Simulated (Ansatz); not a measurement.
This geometry of CH₇NSn (10 atoms, charge 0, multiplicity 1) is a first-order saddle point.

Level of theory: RKS B3LYP-D4/def2-SVP in Ansatz.

```xyz
10
Properties=species:S:1:pos:R:3
C -1.465 0.655 -0.460
Sn 0.218 -0.678 -0.210
N 1.607 0.287 0.981
H -2.239 0.185 -1.084
H -1.128 1.586 -0.939
H -1.890 0.896 0.526
H 0.947 -1.035 -1.736
H -0.269 -2.139 0.574
H 2.502 0.415 0.508
H 1.800 -0.223 1.843
```

(1) Which two structures does it join? (They come from a converged band through this point; their orientation in space is the band's.)

(2) How far does it lie above each of them?

## Answers

(1) No bond is made or broken. The dihedral H7–Sn2–N3–H10 goes from -66 to -174°. The two ends are copies of one structure, up to a mirror image or an exchange of like atoms.

Initial state:

```xyz
10
Properties=species:S:1:pos:R:3
C -1.326 0.724 -0.602
Sn 0.161 -0.772 -0.125
N 1.450 0.130 1.214
H -2.081 0.308 -1.285
H -0.849 1.590 -1.083
H -1.816 1.052 0.326
H 0.938 -1.343 -1.568
H -0.514 -2.105 0.731
H 1.988 0.888 0.790
H 2.131 -0.524 1.604
```

Final state:

```xyz
10
Properties=species:S:1:pos:R:3
C -1.449 0.628 -0.382
Sn 0.250 -0.705 -0.283
N 1.709 0.328 0.752
H -2.272 0.162 -0.943
H -1.148 1.558 -0.885
H -1.799 0.867 0.633
H 0.931 -1.007 -1.835
H -0.199 -2.209 0.457
H 2.605 -0.161 0.761
H 1.457 0.489 1.729
```

(2) 2.1 kJ/mol above the first and 2.1 kJ/mol above the second. This is the barrier of this one path; another mechanism may lie lower.

The run took 100 s on 1 thread of Arm Neoverse V2 (shared host), peak memory 0.27 GiB.
